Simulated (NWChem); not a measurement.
The numbers come from NWChem runs, not from measurements. System: isocyanic acid (CHNO), charge 0, spin multiplicity 1, at a geometry optimised with B3LYP/def2-SVP. Level: MP2/cc-pVQZ, 3 core orbitals frozen.

The NWChem input:

```
start mol
memory heap 200 mb stack 900 mb global 1100 mb
geometry units angstroms nocenter noautoz
  N      1.163417    -0.075449     0.000000
  C     -0.046424     0.021070     0.000000
  O     -1.213805    -0.033622     0.000000
  H      1.845062     0.670701     0.000000
  symmetry group Cs
end
basis spherical
  * library cc-pvqz
end
scf
  rhf
  nopen 0
  maxiter 100
  thresh 1e-7
  semidirect memsize 60000000 filesize 0
end
mp2
  freeze core 3
end
task mp2 energy
```

NWChem printed:

```
             Northwest Computational Chemistry Package (NWChem) 7.3.0
             --------------------------------------------------------

                                NWChem Input Module
                                -------------------

 Scaling coordinates for geometry "geometry" by  1.889725989
 (inverse scale =  0.529177249)

 Turning off AUTOSYM since
 SYMMETRY directive was detected!

                             Geometry "geometry" -> ""
                             -------------------------

 Output coordinates in angstroms (scale by  1.889725989 to convert to a.u.)

  No.       Tag          Charge          X              Y              Z
 ---- ---------------- ---------- -------------- -------------- --------------
    1 N                    7.0000     1.16341700    -0.07544900     0.00000000
    2 C                    6.0000    -0.04642400     0.02107000     0.00000000
    3 O                    8.0000    -1.21380500    -0.03362200     0.00000000
    4 H                    1.0000     1.84506200     0.67070100     0.00000000

 Effective nuclear repulsion energy (a.u.)      59.1124610625

            Nuclear Dipole moment (a.u.)
            ----------------------------
        X                 Y               Z
 ---------------- ---------------- ----------------
    -0.0000056692     0.0000037795     0.0000000000

      Symmetry information
      --------------------

 Group name             Cs
 Group number              2
 Group order               2
 No. of unique centers     4

      Symmetry unique atoms

     1    2    3    4


 Summary of "ao basis" -> "" (spherical)
 ------------------------------------------------------------------------------
       Tag                 Description            Shells   Functions and Types
 ---------------- ------------------------------  ------  ---------------------
 *                          cc-pvqz                   on all atoms

 Summary of "ao basis" -> "ao basis" (spherical)
 ------------------------------------------------------------------------------
       Tag                 Description            Shells   Functions and Types
 ---------------- ------------------------------  ------  ---------------------
 N                          cc-pvqz                 15       55   5s4p3d2f1g
 C                          cc-pvqz                 15       55   5s4p3d2f1g
 O                          cc-pvqz                 15       55   5s4p3d2f1g
 H                          cc-pvqz                 10       30   4s3p2d1f

                                 NWChem SCF Module
                                 -----------------

  ao basis        = "ao basis"
  functions       =   195
  atoms           =     4
  closed shells   =    11
  open shells     =     0
  charge          =   0.00
  wavefunction    = RHF
  use symmetry    = T
  symmetry adapt  = T

 Summary of "ao basis" -> "ao basis" (spherical)
 ------------------------------------------------------------------------------
       Tag                 Description            Shells   Functions and Types
 ---------------- ------------------------------  ------  ---------------------
 N                          cc-pvqz                 15       55   5s4p3d2f1g
 C                          cc-pvqz                 15       55   5s4p3d2f1g
 O                          cc-pvqz                 15       55   5s4p3d2f1g
 H                          cc-pvqz                 10       30   4s3p2d1f

      Symmetry analysis of basis
      --------------------------
[...]
     4      0.636983  1 N  s                176      0.394771  4 H  px

 Vector   13  Occ=0.000000D+00  E= 1.520664D-01  Symmetry=a'
              MO Center=  2.5D-01,  3.9D-01, -1.9D-16, r^2= 3.4D+00
   Bfn.  Coefficient  Atom+Function         Bfn.  Coefficient  Atom+Function
  ----- ------------  ---------------      ----- ------------  ---------------
    60      4.736989  2 C  s                  5     -2.971507  1 N  s
   115     -1.963668  3 O  s                 59      1.783627  2 C  s
    15      1.519765  1 N  px                70      0.851532  2 C  px
   169     -0.822774  4 H  s                 12      0.776590  1 N  px
    87      0.739749  2 C  d  2               4     -0.702038  1 N  s

 Vector   14  Occ=0.000000D+00  E= 2.052673D-01  Symmetry=a'
              MO Center= -4.0D-02, -4.1D-01, -5.3D-17, r^2= 5.1D+00
   Bfn.  Coefficient  Atom+Function         Bfn.  Coefficient  Atom+Function
  ----- ------------  ---------------      ----- ------------  ---------------
    60      5.334421  2 C  s                115     -3.601483  3 O  s
    59      1.878608  2 C  s                  5     -1.568033  1 N  s
   169     -1.367781  4 H  s                 15      1.350322  1 N  px
   125     -1.152546  3 O  px                87      0.946854  2 C  d  2
    71     -0.877840  2 C  py                16      0.758526  1 N  py

 center of mass
 --------------
 x =  -0.08001164 y =  -0.02924326 z =   0.00000000

 moments of inertia (a.u.)
 ------------------
           1.950454491093          -2.252781092180           0.000000000000
          -2.252781092180         163.908361734683           0.000000000000
           0.000000000000           0.000000000000         165.858816225776

  Mulliken analysis of the total density
  --------------------------------------

    Atom       Charge   Shell Charges
 -----------   ------   -------------------------------------------------------
    1 N    7     7.51   1.99 -0.02  0.35  0.87  0.33  0.35  1.14  1.73  0.74  0.00  0.02  0.03  0.00  0.01  0.00
    2 C    6     5.35   1.99 -0.02  0.35  0.56  0.04  0.25  0.88  0.84  0.15  0.01  0.12  0.15  0.01  0.01  0.00
    3 O    8     8.38   1.98 -0.02  0.41  1.01  0.41  0.46  1.36  1.96  0.77  0.00  0.01  0.03  0.00  0.00  0.00
    4 H    1     0.75   0.06  0.27  0.31  0.02  0.00  0.02  0.04  0.00  0.01  0.00

       Multipole analysis of the density wrt the origin
       ------------------------------------------------

     L   x y z        total         open         nuclear
     -   - - -        -----         ----         -------
     0   0 0 0     -0.000000      0.000000     22.000000

     1   1 0 0      0.717548      0.000000     -0.000006
     1   0 1 0      0.602248      0.000000      0.000004
     1   0 0 1      0.000000      0.000000      0.000000

     2   2 0 0    -12.837959      0.000000     88.128651
     2   1 1 0      2.066065      0.000000      3.369834
     2   1 0 1     -0.000000      0.000000      0.000000
     2   0 2 0    -11.632092      0.000000      1.790513
     2   0 1 1     -0.000000      0.000000      0.000000
     2   0 0 2    -12.497547      0.000000      0.000000

                   NWChem MP2 Semi-direct Energy/Gradient Module
                   ---------------------------------------------

  Basis functions       =    195
  Molecular orbitals    =    195
  Frozen core           =      3
  Frozen virtuals       =      0
  Active alpha occupied =      8
  Active beta occupied  =      8
  Active alpha virtual  =    184
  Active beta virtual   =    184
  Use MO symmetry       = T
  Use skeleton AO sym   = T

  AO/Fock/Back tols     =   1.0D-09  1.0D-09  1.0D-09

 GA uses MA = F    GA memory limited = T

 Available:
  local mem=  1.26D+08
 global mem=  1.44D+08
 local disk=  0.00D+00
  mp2_memr nvloc                   184
  nvloc new                   184
   1 passes of   8:        7340032                     199187                  92853973.
   1 passes of   8: M    126150223           G      144103150           F     118810191.

 Semi-direct pass number   1 of   1  for RHF alpha+beta  at       97.8s
  vrange nnbf                 18540
  mp2_eaftype                   354  avail_ma_in_mb                  1099
 EAF : mp2_eaftype filesize         354   46426986.
  mp2_eaf for mointskh                    354
Node 0 wrote    218.3 Mb in      0.1 s     Agg I/O rate:  3145.0 Mb/s
 Done moints_semi at      130.7s
  mp2_eaftype                   354  avail_ma_in_mb                   745
 EAF : mp2_eaftype filesize         354   46426986.
  mp2_eaf for kh                   354
 Done maket at      131.5s
 Done multipass loop at      131.5s

          -------------------------------------------
          SCF energy                -167.840900865361
          Correlation energy          -0.620147563973
          Singlet pairs               -0.383275796792
          Triplet pairs               -0.236871767181
          Total MP2 energy          -168.461048429335
          -------------------------------------------

          ---------------------------------------------------
                    Spin Component Scaled (SCS) MP2
          Same spin pairs                     -0.157914511454
          Same spin scaling factor             0.333333333333
          Opposite spin pairs                 -0.462233052519
          Opposite spin scaling fact.          1.200000000000
          SCS-MP2 correlation energy          -0.607317833508
          Total SCS-MP2 energy              -168.448218698869
          ---------------------------------------------------

 -----------------------
 Performance information
 -----------------------

 Timer overhead =  2.21D-07 seconds/call

               Nr. of calls         CPU time (s)                 Wall time (s)                GFlops
             ---------------    -------------------     ------------------------------   -------------------
Name         Min   Avg   Max    Min     Avg     Max     Min     Avg     Max   Mx/calls   Min     Max     Sum
mp2: moin     1     1     1    33.     33.     33.      33.     33.     33.     33.      0.0     0.0     0.0
mp2: make     1     1     1   0.82    0.82    0.82     0.82    0.82    0.82    0.82      0.0     0.0     0.0
mp2: tota     1     1     1    34.     34.     34.      34.     34.     34.     34.      0.0     0.0     0.0

 The average no. of pstat calls per process was 3.00D+00
 with a timing overhead of 6.64D-07s

 Task  times  cpu:      131.5s     wall:      131.5s

 Total times  cpu:      131.5s     wall:      131.5s
```
